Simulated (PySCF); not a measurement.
# Fractional electron number in Sc (scandium, neutral)

The 4s beta orbital of [Ar] 3d1 4s2 is emptied in steps (occupation f), with all orbitals relaxed, ending at [Ar] 3d1 4s1. Computed with PySCF 2.14 in aug-pcseg-2 (7s5p4d3f2g, 81 functions), with no relativity, point nucleus. The exact energy is a straight line in f; departures are measured from the line between the end points of the same method.

| f | UHF (eV) | LDA (eV) | PBE (eV) |
| --- | --- | --- | --- |
| 1 | 0.000 | 0.000 | 0.000 |
| 0.75 | 0.035 | -0.502 | -0.504 |
| 0.5 | 0.044 | -0.700 | -0.705 |
| 0.25 | 0.031 | -0.575 | -0.593 |
| 0 | 0.000 | 0.000 | 0.000 |

```
method  E(f=0) − E(f=1) (eV)  −ε at f=1 (eV)  −ε at f=0.5 (eV)
   UHF                 5.363           5.568             5.350
   LDA                 6.653           4.047             6.490
   PBE                 6.506           3.901             6.329
```

Orbital energy along the path (eV):

```
   f     UHF      LDA     PBE
   1  -5.568   -4.047  -3.901
0.75  -5.446   -5.246  -5.088
 0.5  -5.350   -6.490  -6.329
0.25  -5.274   -7.837  -7.552
   0  -5.210  -10.141  -9.829
```

Reference removal energy between the ground levels: 6.561 eV (measured; NIST Atomic Spectra Database, ionization energies). The calculation has no spin-orbit coupling. UHF lacks correlation.
